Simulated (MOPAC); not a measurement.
Input file for MOPAC: PM3 on CH3NO (a complex), monomers drawn apart or pushed together.

```
PM3 1SCF PRECISE CHARGE=0 THREADS=1
CH3NO

N     -0.04556400 1    -0.19027286 1    -0.09401091 1
H     -0.95690397 1     0.25199283 1    -0.12779790 1
H      0.64279284 1     0.52738622 1    -0.29046489 1
H     -0.00485282 1    -0.86658747 1    -0.84794880 1
C     -0.29359146 1     0.54781002 1     2.60158097 1
O      0.13651597 1    -0.31026317 1     3.18901178 1
```

Program output:

```
*******************************************************************************
 **                                                                           **
 **                              MOPAC v23.2.5                                **
 **                                                                           **
 *******************************************************************************
 ** MOPAC's Digital Object Identifier: https://doi.org/10.5281/zenodo.6511958 **
 **                                                                           **
 ** Please cite the open-source release paper for use of this MOPAC version:  **
 ** J. E. Moussa and J. J. P. Stewart (2026)                                  **
 ** MOPAC: An open-source semiempirical molecular orbital program             **
 ** J. Open Source Softw., 11(119), 8025, https://doi.org/10.21105/joss.08025 **
 *******************************************************************************

                              PM3 CALCULATION RESULTS

 *******************************************************************************
 *  PM3        - The PM3 Hamiltonian to be used
 *
 *
 *
 *                 CHARGE ON SYSTEM = 0
 *
 *
 *
 *  PRECISE    - TIGHTER CRITERIA TO BE USED
 *  1SCF       - DO 1 SCF AND THEN STOP
 *  THREADS=1  - MULTI-THREADING NOT USED
 *  T=         - A TIME OF 172800.0 SECONDS REQUESTED
 *  DUMP=N     - RESTART FILE WRITTEN EVERY 7200.0 SECONDS REQUESTED
 *******************************************************************************
PM3 1SCF PRECISE CHARGE=0 THREADS=1
 CH3NO

   ATOM   CHEMICAL          X               Y               Z
  NUMBER   SYMBOL      (ANGSTROMS)     (ANGSTROMS)     (ANGSTROMS)

     1       N         -0.04556400  *  -0.19027286  *  -0.09401091  *
     2       H         -0.95690397  *   0.25199283  *  -0.12779790  *
     3       H          0.64279284  *   0.52738622  *  -0.29046489  *
     4       H         -0.00485282  *  -0.86658747  *  -0.84794880  *
     5       C         -0.29359146  *   0.54781002  *   2.60158097  *
     6       O          0.13651597  *  -0.31026317  *   3.18901178  *



          CARTESIAN COORDINATES

    NO.       ATOM           X           Y           Z

     1         N         -0.0456     -0.1903     -0.0940
     2         H         -0.9569      0.2520     -0.1278
     3         H          0.6428      0.5274     -0.2905
     4         H         -0.0049     -0.8666     -0.8479
     5         C         -0.2936      0.5478      2.6016
     6         O          0.1365     -0.3103      3.1890

  H: (PM3): J. J. P. STEWART, J. COMP. CHEM. 10, 209 (1989).
  C: (PM3): J. J. P. STEWART, J. COMP. CHEM. 10, 209 (1989).
  N: (PM3): J. J. P. STEWART, J. COMP. CHEM. 10, 209 (1989).
  O: (PM3): J. J. P. STEWART, J. COMP. CHEM. 10, 209 (1989).

           Empirical Formula: C H3 N O  =     6 atoms



      MOLECULAR POINT GROUP   :   C1


      RHF CALCULATION, NO. OF DOUBLY OCCUPIED LEVELS = 9


 -------------------------------------------------------------------------------
 PM3 1SCF PRECISE CHARGE=0 THREADS=1
 CH3NO



     1SCF WAS SPECIFIED, SO BFGS WAS NOT USED
     SCF FIELD WAS ACHIEVED


                              PM3 CALCULATION
                                                       MOPAC v23.2.5 Linux




          FINAL HEAT OF FORMATION =        -22.21324 KCAL/MOL =     -92.94020 KJ/MOL


          COSMO AREA              =         90.59 SQUARE ANGSTROMS
          COSMO VOLUME            =         69.97 CUBIC ANGSTROMS

          IONIZATION POTENTIAL    =          9.861750 EV
          HOMO LUMO ENERGIES (EV) =         -9.862  1.404
          NO. OF FILLED LEVELS    =          9
          MOLECULAR WEIGHT        =         45.0408         POINT GROUP:  C1

          MOLECULAR DIMENSIONS (Angstroms)

            Atom       Atom       Distance
            O     6    H     4     4.07756
            H     3    H     2     1.62994
            O     6    H     2     1.17077


          SCF CALCULATIONS        =          1





   ATOM   CHEMICAL          X               Y               Z
  NUMBER   SYMBOL      (ANGSTROMS)     (ANGSTROMS)     (ANGSTROMS)

     1       N         -0.04556400  *  -0.19027286  *  -0.09401091  *
     2       H         -0.95690397  *   0.25199283  *  -0.12779790  *
     3       H          0.64279284  *   0.52738622  *  -0.29046489  *
     4       H         -0.00485282  *  -0.86658747  *  -0.84794880  *
     5       C         -0.29359146  *   0.54781002  *   2.60158097  *
     6       O          0.13651597  *  -0.31026317  *   3.18901178  *

                             CARTESIAN COORDINATES

   1    N       -0.045564000    -0.190272860    -0.094010910
   2    H       -0.956903970     0.251992830    -0.127797900
   3    H        0.642792840     0.527386220    -0.290464890
   4    H       -0.004852820    -0.866587470    -0.847948800
   5    C       -0.293591460     0.547810020     2.601580970
   6    O        0.136515970    -0.310263170     3.189011780


           Empirical Formula: C H3 N O  =     6 atoms



      MOLECULAR POINT GROUP   :   C1


                  EIGENVALUES
 -39.92315 -28.65971 -20.33980 -15.93012 -15.92512 -15.07915 -15.03487 -12.63469
  -9.86175   1.40380   1.43421   3.27005   5.16574   5.18462   6.48595


              NET ATOMIC CHARGES AND DIPOLE CONTRIBUTIONS

  ATOM NO.   TYPE          CHARGE      No. of ELECS.   s-Pop       p-Pop
    1          N          -0.013689        5.0137     1.43742     3.57626
    2          H           0.008632        0.9914     0.99137
    3          H           0.003896        0.9961     0.99610
    4          H           0.001356        0.9986     0.99864
    5          C           0.152052        3.8479     1.83387     2.01408
    6          O          -0.152248        6.1522     1.81436     4.33788
 DIPOLE           X         Y         Z       TOTAL
 POINT-CHG.    -0.339     0.654    -0.442     0.859
 HYBRID         0.169    -0.182    -0.878     0.912
 SUM           -0.170     0.472    -1.320     1.412


          ATOMIC ORBITAL ELECTRON POPULATIONS

     Atom    s        px        py        pz
    1  N   1.43742   1.00455   1.09956   1.47215
    2  H   0.99137
    3  H   0.99610
    4  H   0.99864
    5  C   1.83387   0.59869   0.77611   0.63928
    6  O   1.81436   1.45345   1.43420   1.45023

 **********************
 *                    *
 * JOB ENDED NORMALLY *
 *                    *
 **********************




 == MOPAC DONE ==
```

The run finished.

Cost: about 0.04 core-seconds (a rough figure).
